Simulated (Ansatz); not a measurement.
Computed with Ansatz.

C$_{3}$H$_{7}$FZn (`C[CH](C)[Zn][F]`). Charge 0, multiplicity 1. Geometry: relaxed with PBE0-D4/def2-TZVP. It is one conformer, not always the lowest.

```xyz
12

C     0.642    0.897    0.852
C     0.236    0.051   -0.351
C    -0.044   -1.392    0.057
Zn   -1.249    0.835   -1.326
F    -2.591    1.546   -2.212
H     0.912    1.919    0.575
H    -0.157    0.958    1.596
H     1.511    0.454    1.355
H     1.068    0.050   -1.066
H    -0.273   -2.033   -0.798
H    -0.883   -1.463    0.755
H     0.829   -1.822    0.564
```

Task: What is the dipole moment at ωB97M-V/def2-TZVPP? (Estimate.)

Result: The calculation gave: 2.95 D, with components (2.29, -1.19, 1.43) D in this frame, pointing from negative to positive charge.

Task: And with PBE, r2SCAN, B3LYP? (Estimate.)

Result: The calculation gave: PBE 3.04 D, r2SCAN 3.08 D, B3LYP 3.12 D.

Task: Give the Mulliken charges with ωB97M-V, PBE, B3LYP in def2-TZVPP. (Estimate.)

Result: The calculation gave: 
| atom | ωB97M-V | PBE | B3LYP |
| --- | --- | --- | --- |
| C1 | -0.36 | -0.31 | -0.30 |
| C2 | -0.08 | 0.10 | 0.06 |
| C3 | -0.36 | -0.31 | -0.30 |
| Zn4 | 0.53 | 0.37 | 0.48 |
| F5 | -0.49 | -0.44 | -0.49 |
| H6 | 0.11 | 0.09 | 0.09 |
| H7 | 0.11 | 0.09 | 0.09 |
| H8 | 0.10 | 0.07 | 0.08 |
| H9 | 0.10 | 0.07 | 0.06 |
| H10 | 0.11 | 0.09 | 0.09 |
| H11 | 0.11 | 0.09 | 0.09 |
| H12 | 0.10 | 0.07 | 0.08 |

B3LYP here is the variant with VWN-RPA as its local correlation; programs differ in this.
